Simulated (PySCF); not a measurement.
What settings do to a single point of [La(PH3)2]3+

The sound run of [La(PH3)2]3+ (singlet) uses PySCF 2.14.0, RKS B3LYP, La lcecp-1-SVP with ECP46, P def2-SVP, H def2-SVP; non-relativistic Hamiltonian with scalar-relativistic core potentials where named; density fitting; no spin-orbit coupling, grid (50, 194), threshold 1e-8 Eh and 55 cycles, at the relaxed geometry:

```xyz
9

La   -1.4354    0.2828    0.0000
P     0.1897   -0.0314    2.6346
H     1.6014   -0.0353    2.4741
H    -0.0651    1.0050    3.5741
H    -0.0983   -1.2337    3.3367
P     0.1897   -0.0314   -2.6346
H     1.6014   -0.0353   -2.4741
H    -0.0983   -1.2337   -3.3367
H    -0.0651    1.0050   -3.5741
```

There La1 has a Mulliken charge of 1.95 e and the dipole about the centre of mass is 0.97 D. Each run below changes one thing and starts from free metal ions and neutral atoms unless it says otherwise; with 55 cycles, smearing, a level shift and second-order steps follow where DIIS fails, and their cycles count. Energy shifts count from the sound run. On f atoms grids over 110 angular points are at least (60, 302).

```
                             change        outcome  cycles  energy shift (eV)  largest force component (eV/Å)  charge on La1 (e)  dipole about the centre of mass (D)
                    threshold 1e-05      converged       8             0.0000                            0.01               1.95                                 0.98
spin (2S) set to 1, limit 57 cycles        refused       –                  –                               –                  –                                    –
                      cycle limit 5  not converged       5                  –                               –                  –                                    –
                     grid (99, 590)      converged      10            -0.0004                            0.01               1.95                                 0.97
```

**Question.** How does the run with this change end: start from a density of up to 30 smeared cycles (not counted)?

**Answer.** outcome converged, cycles 7, energy shift (eV) 0.0000, largest force component (eV/Å) 0.01, charge on La1 (e) 1.95, dipole about the centre of mass (D) 0.97.

Forces carry noise of the integration grid, about 0.01 to 0.03 eV/Å.
